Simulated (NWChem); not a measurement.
System: C$_{2}$H$_{5}$FSe; SMILES F[Se]CC

The following NWChem deck was run.

```
start job
memory heap 200 mb stack 900 mb global 1100 mb
geometry units angstroms noautoz
  Se    -0.369381     0.650724    -0.000312
  F      1.398963     0.820432    -0.002542
  C     -0.367217    -1.193500     0.583775
  C      0.356500    -2.130167    -0.362210
  H     -1.441221    -1.433521     0.676903
  H      0.059403    -1.217011     1.598029
  H      1.398903    -1.806423    -0.494343
  H     -0.122142    -2.149376    -1.352317
  H      0.365808    -3.155217     0.041684
end
basis spherical
  Se library def2-svp
  F library def2-svp
  C library def2-svp
  H library def2-svp
end
dft
  xc m06-2x
  iterations 150
  mulliken
end
task dft energy
```

Excerpt of the output:

```
             Northwest Computational Chemistry Package (NWChem) 7.3.0
             --------------------------------------------------------

 C1  symmetry detected

                             Geometry "geometry" -> ""
                             -------------------------

 Output coordinates in angstroms (scale by  1.889725989 to convert to a.u.)

  No.       Tag          Charge          X              Y              Z
 ---- ---------------- ---------- -------------- -------------- --------------
    1 Se                  34.0000    -0.34858020     0.66334252    -0.07938674
    2 F                    9.0000     1.41113647     0.78580587     0.13096120
    3 C                    6.0000    -0.46807265    -1.17401643     0.51404236
    4 C                    6.0000     0.33822934    -2.13957914    -0.33068525
    5 H                    1.0000    -1.55170942    -1.38431851     0.47837910
    6 H                    1.0000    -0.16776380    -1.19818905     1.57257855
    7 H                    1.0000     1.39753725    -1.84515753    -0.33816784
    8 H                    1.0000    -0.01779999    -2.15646699    -1.37123171
    9 H                    1.0000     0.27029441    -3.16019318     0.07879775

 Effective nuclear repulsion energy (a.u.)     278.4200492511

                                 NWChem DFT Module
                                 -----------------

 Summary of "ao basis" -> "ao basis" (spherical)
 ------------------------------------------------------------------------------
       Tag                 Description            Shells   Functions and Types
 ---------------- ------------------------------  ------  ---------------------
 Se                         def2-svp                12       32   5s4p3d
 F                          def2-svp                 6       14   3s2p1d
 C                          def2-svp                 6       14   3s2p1d
 H                          def2-svp                 3        5   2s1p

            General Information
            -------------------
          SCF calculation type: DFT
          Wavefunction type:  closed shell.
          No. of atoms     :     9
          No. of electrons :    60
           Alpha electrons :    30
            Beta electrons :    30
          Charge           :     0
          Spin multiplicity:     1
          Use of symmetry is: off; symmetry adaption is: off
          Maximum number of iterations: 150
          AO basis - number of functions:    99
                     number of shells:    45
          Convergence on energy requested:  1.00D-06
          Convergence on density requested:  1.00D-05
          Convergence on gradient requested:  5.00D-04

              XC Information
              --------------
                       M06-2X Method XC Functional
                     Hartree-Fock (Exact) Exchange  0.540
                        M06-2X Exchange Functional  1.000
                      M06-2X Correlation Potential  1.000

             Grid Information
             ----------------
          Grid used for XC integration:  medium
          Radial quadrature: Mura-Knowles
          Angular quadrature: Lebedev.
          Tag              B.-S. Rad. Rad. Pts. Rad. Cut. Ang. Pts.
          ---              ---------- --------- --------- ---------
          Se                  1.15      112          11.0       590
          F                   0.50       49          11.0       434
          C                   0.70       49           9.0       434
          H                   0.35       45          11.0       434
          Grid pruning is: on
          Number of quadrature shells:   484
          Spatial weights used:  Erf1

      Superposition of Atomic Density Guess
      -------------------------------------

 Sum of atomic energies:       -2576.55031270

      Non-variational initial energy
      ------------------------------

 Total energy =   -2578.117094
 1-e energy   =   -4140.340461
 2-e energy   =    1283.803318
 HOMO         =      -0.234093
 LUMO         =      -0.055343

     ---------------------------------------------
      Total Density - Mulliken Population Analysis
     ---------------------------------------------

    Atom       Charge   Shell Charges
 -----------   ------   -------------------------------------------------------
    1 Se  34    33.48   2.00  2.00  2.00  1.35  0.54  6.00  5.98  1.62  1.91  8.21  1.75  0.13
    2 F    9     9.58   1.99  1.14  0.81  3.46  2.18  0.00
    3 C    6     6.23   1.99  0.95  0.27  1.90  1.08  0.03
    4 C    6     6.26   1.99  0.96  0.19  2.05  1.04  0.03
    5 H    1     0.87   0.66  0.19  0.02
    6 H    1     0.89   0.68  0.19  0.02
    7 H    1     0.90   0.67  0.20  0.03
    8 H    1     0.90   0.67  0.21  0.02
    9 H    1     0.90   0.67  0.20  0.02

   convergence    iter        energy       DeltaE   RMS-Dens  Diis-err
 ---------------- ----- ----------------- --------- --------- ---------
 d= 0,ls=0.0,diis     1  -2580.0514929287 -2.86D+03  8.36D-03  4.41D-01
 d= 0,ls=0.0,diis     2  -2580.0600774763 -8.58D-03  4.23D-03  4.88D-01
 d= 0,ls=0.0,diis     3  -2580.1018949786 -4.18D-02  7.50D-04  1.38D-02
 d= 0,ls=0.0,diis     4  -2580.1031004718 -1.21D-03  2.18D-04  6.84D-04
 d= 0,ls=0.0,diis     5  -2580.1031640278 -6.36D-05  6.12D-05  4.90D-05
  Resetting Diis
 d= 0,ls=0.0,diis     6  -2580.1031693075 -5.28D-06  2.33D-05  3.29D-06
 d= 0,ls=0.0,diis     7  -2580.1031697873 -4.80D-07  1.44D-05  9.39D-07
 d= 0,ls=0.0,diis     8  -2580.1031698034 -1.61D-08  6.61D-06  9.36D-07

         Total DFT energy =    -2580.103169803421
      One electron energy =    -4142.865939747967
           Coulomb energy =     1394.691870418459
    Exchange-Corr. energy =     -110.349149725023
 Nuclear repulsion energy =      278.420049251110

 Numeric. integr. density =       60.000002199758

                       DFT Final Molecular Orbital Analysis
                       ------------------------------------

 Vector   28  Occ=2.000000D+00  E=-4.269016D-01
              MO Center=  9.0D-02, -1.7D+00, -6.3D-02, r^2= 2.5D+00
   Bfn.  Coefficient  Atom+Function         Bfn.  Coefficient  Atom+Function
  ----- ------------  ---------------      ----- ------------  ---------------
    64      0.290952  4 C  px                85      0.278292  7 H  s
    90     -0.249307  8 H  s                 75      0.243166  5 H  s
    50     -0.230131  3 C  px                80     -0.198631  6 H  s
    66      0.173625  4 C  pz                67      0.142000  4 C  px
    52     -0.139140  3 C  pz                76      0.124202  5 H  s

 Vector   29  Occ=2.000000D+00  E=-3.758879D-01
              MO Center= -1.6D-01, -2.5D-01,  6.0D-02, r^2= 3.5D+00
   Bfn.  Coefficient  Atom+Function         Bfn.  Coefficient  Atom+Function
  ----- ------------  ---------------      ----- ------------  ---------------
    13      0.346750  1 Se py                51     -0.305513  3 C  py
    16      0.257498  1 Se py                10     -0.212816  1 Se py
    37      0.210233  2 F  py                 5      0.206283  1 Se s
    54     -0.181747  3 C  py                95     -0.181095  9 H  s
    65      0.166017  4 C  py                40     -0.164756  2 F  py

 Vector   30  Occ=2.000000D+00  E=-2.810107D-01
              MO Center= -2.5D-01,  5.4D-01, -4.1D-02, r^2= 2.2D+00
   Bfn.  Coefficient  Atom+Function         Bfn.  Coefficient  Atom+Function
  ----- ------------  ---------------      ----- ------------  ---------------
    17      0.565708  1 Se pz                14      0.479982  1 Se pz
    11     -0.297705  1 Se pz                38      0.201040  2 F  pz
    16      0.198079  1 Se py                63      0.170253  4 C  s
    41     -0.167097  2 F  pz                13      0.161220  1 Se py
    80     -0.107585  6 H  s                 10     -0.100368  1 Se py

 Vector   31  Occ=0.000000D+00  E=-8.095275D-03
              MO Center= -2.6D-01,  6.4D-01, -7.1D-02, r^2= 2.5D+00
   Bfn.  Coefficient  Atom+Function         Bfn.  Coefficient  Atom+Function
  ----- ------------  ---------------      ----- ------------  ---------------
    15      0.787241  1 Se px                49      0.448515  3 C  s
    12      0.364142  1 Se px                16      0.344089  1 Se py
    35     -0.341400  2 F  s                 39      0.312816  2 F  px
    36     -0.307035  2 F  px                 9     -0.243672  1 Se px
     4      0.197167  1 Se s                 63     -0.191126  4 C  s

 Vector   32  Occ=0.000000D+00  E= 7.633423D-02
              MO Center= -3.7D-01, -5.5D-01,  2.6D-01, r^2= 4.8D+00
   Bfn.  Coefficient  Atom+Function         Bfn.  Coefficient  Atom+Function
  ----- ------------  ---------------      ----- ------------  ---------------
    49      2.016454  3 C  s                 16      0.901177  1 Se py
     5     -0.820809  1 Se s                 76     -0.721308  5 H  s
    81     -0.709911  6 H  s                 54      0.583674  3 C  py
    63      0.571228  4 C  s                 91     -0.459178  8 H  s
    17     -0.366238  1 Se pz                86     -0.349317  7 H  s

 Vector   33  Occ=0.000000D+00  E= 1.087322D-01
              MO Center= -4.4D-01, -1.5D+00,  1.9D-01, r^2= 5.8D+00
   Bfn.  Coefficient  Atom+Function         Bfn.  Coefficient  Atom+Function
  ----- ------------  ---------------      ----- ------------  ---------------
    63      1.585000  4 C  s                 96     -1.036588  9 H  s
    76     -1.023843  5 H  s                 16     -0.618332  1 Se py
    81     -0.604945  6 H  s                 91     -0.597708  8 H  s
    53     -0.565868  3 C  px                55      0.527113  3 C  pz
    49      0.473139  3 C  s                 54     -0.456167  3 C  py

     ---------------------------------------------
      Total Density - Mulliken Population Analysis
     ---------------------------------------------

    Atom       Charge   Shell Charges
 -----------   ------   -------------------------------------------------------
    1 Se  34    33.63   2.00  2.00  1.99  1.38  0.53  6.00  5.98  1.83  1.78  8.22  1.73  0.19
    2 F    9     9.41   1.99  1.12  0.85  3.30  2.15  0.01
    3 C    6     6.27   1.99  0.90  0.29  2.07  1.00  0.03
    4 C    6     6.06   1.99  0.88  0.18  2.11  0.89  0.03
    5 H    1     0.92   0.73  0.16  0.02
    6 H    1     0.90   0.73  0.15  0.02
    7 H    1     0.93   0.73  0.17  0.02
    8 H    1     0.94   0.74  0.19  0.02
    9 H    1     0.94   0.74  0.18  0.02

     -------------------------------------------
      Total Density - Lowdin Population Analysis
     -------------------------------------------

    Atom       Charge   Shell Charges
 -----------   ------   -------------------------------------------------------
    1 Se  34    33.62   2.00  2.00  1.95  1.07  0.68  5.99  5.79  1.95  1.95  7.88  2.00  0.35
    2 F    9     9.31   1.98  1.04  0.83  3.20  2.26  0.01
    3 C    6     6.17   1.97  0.60  0.33  1.87  1.32  0.08
    4 C    6     6.08   1.96  0.57  0.31  1.90  1.27  0.07
    5 H    1     0.96   0.63  0.26  0.07
    6 H    1     0.96   0.64  0.25  0.07
    7 H    1     0.96   0.64  0.26  0.07
    8 H    1     0.97   0.64  0.26  0.06
    9 H    1     0.97   0.64  0.26  0.06

     Multipole analysis of the density
     ---------------------------------

     L   x y z        total         alpha         beta         nuclear
     -   - - -        -----         -----         ----         -------
     0   0 0 0     -0.000000    -30.000000    -30.000000     60.000000

     1   1 0 0     -0.744405     -0.372203     -0.372203     -0.000000
     1   0 1 0     -0.689778     -0.344889     -0.344889     -0.000000
     1   0 0 1      0.080599      0.040300      0.040300     -0.000000

     2   2 0 0    -27.672104    -64.753023    -64.753023    101.833941
     2   1 1 0     -0.455036     -0.277331     -0.277331      0.099625
     2   1 0 1     -0.049886      1.659984      1.659984     -3.369854
     2   0 2 0    -26.107886   -151.698127   -151.698127    277.288369
     2   0 1 1     -0.829725     -1.388738     -1.388738      1.947751
     2   0 0 2    -27.734604    -26.924686    -26.924686     26.114768
```

Level: M06-2X/def2-SVP. All runs use the structure optimised with PBE0/def2-SVP.
